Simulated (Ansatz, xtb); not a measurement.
**BH6SiSn: which of two structures lies lower**

We compare I, `[BH2][SnH][SiH3]`, a doublet, with II, a doublet given by its coordinates. Both are isolated molecules in the gas phase, relaxed with r2SCAN-D4/def2-SVP; the shapes shown needn't be the lowest conformers.

I (Å):

```xyz
9

B    -0.0758    1.5527   -1.5134
Si   -1.7751   -2.2070   -0.4105
Sn    0.1020   -0.5026   -0.8268
H     0.9271    2.2076   -1.6487
H    -1.1746    1.9909   -1.7440
H     1.6299   -1.2136   -0.4745
H    -1.7641   -2.6529    1.0166
H    -3.0985   -1.5870   -0.7169
H    -1.5874   -3.4100   -1.2784
```

II (Å):

```xyz
9

B    -0.0134    0.3791   -1.2476
Si   -0.7351   -0.1606    0.4728
Sn   -1.4920   -1.9393   -1.2725
H    -0.6751    1.0779   -1.9791
H     1.0657   -0.0369   -1.5988
H     0.0457   -0.9126    1.4982
H    -1.9930    0.3937    1.0532
H    -0.3505   -3.0273   -1.9520
H    -2.6632   -1.5439   -2.4641
```

Close contacts (Å): B1–Si2 1.94, B1–Sn3 2.75, Si2–Sn3 2.60, B1–H4 1.21, B1–H5 1.21, Si2–H6 1.49, Si2–H7 1.49, Sn3–H8 1.72, Sn3–H9 1.72.

Energies in hartree; the thermal terms are from r2SCAN-D4/def2-SVP harmonic frequencies (ideal gas, rigid rotor, one conformer each, 298.15 K, 1 atm) and include the zero-point energy:

```
                              I           II
E, CCSD(T)/def2-SVP  −530.639344  −530.632304
    E, MP2/def2-SVP  −530.571971  −530.565032
  E, MP2/def2-TZVPP  −530.972231  −530.964625
  zero-point energy     0.049960     0.049064
       H(298 K) − E     0.058108     0.056850
       G(298 K) − E     0.017080     0.017515
```

Question: Correct the CCSD(T) difference for the basis set by the MP2 change, then work out ΔE, ΔE₀, ΔH and ΔG for I → II in kcal/mol (1 Eh = 627.51 kcal/mol) and the equilibrium ratio [II]/[I].

Answer: 1. Differences II − I: CCSD(T) +0.007040, MP2 in the small set +0.006939, MP2 in the large set +0.007606 Eh.
2. ΔE = +0.007040 + (+0.007606 − (+0.006939)) = +0.007707 Eh = +4.84 kcal/mol.
3. ΔE₀ = ΔE + ΔZPE = +0.007707 + (−0.000896) Eh = +4.27 kcal/mol.
4. ΔH = ΔE + (−0.001258) Eh = +4.05 kcal/mol.
5. ΔG = ΔE + (+0.000435) Eh = +5.11 kcal/mol, so ΔS = (ΔH − ΔG)/T = −14.9 J/(mol K).
6. kT = 0.9442 mEh, so K = [II]/[I] = exp(−ΔG/kT) = exp(−8.62) ≈ 1.8 × 10^−4.

Structure I is favoured at this temperature. An error of 1 kcal/mol in ΔG would change K by a factor of 5.4. Mirror images and further conformers aren't counted.

Other levels gave ΔE = +1.7 (r2SCAN-D4/def2-SVP); +10.8 (HF/def2-SVP); +4.4 (MP2/def2-SVP); +4.4 (CCSD(T)/def2-SVP) kcal/mol. Open shells are spin-unrestricted. The correlated steps freeze 10 core orbitals; the filled d shell of Sn is correlated, in a basis made for valence electrons. Atoms past krypton carry core potentials in the def2 sets, without spin–orbit terms. Programs: Ansatz 0.2.0.
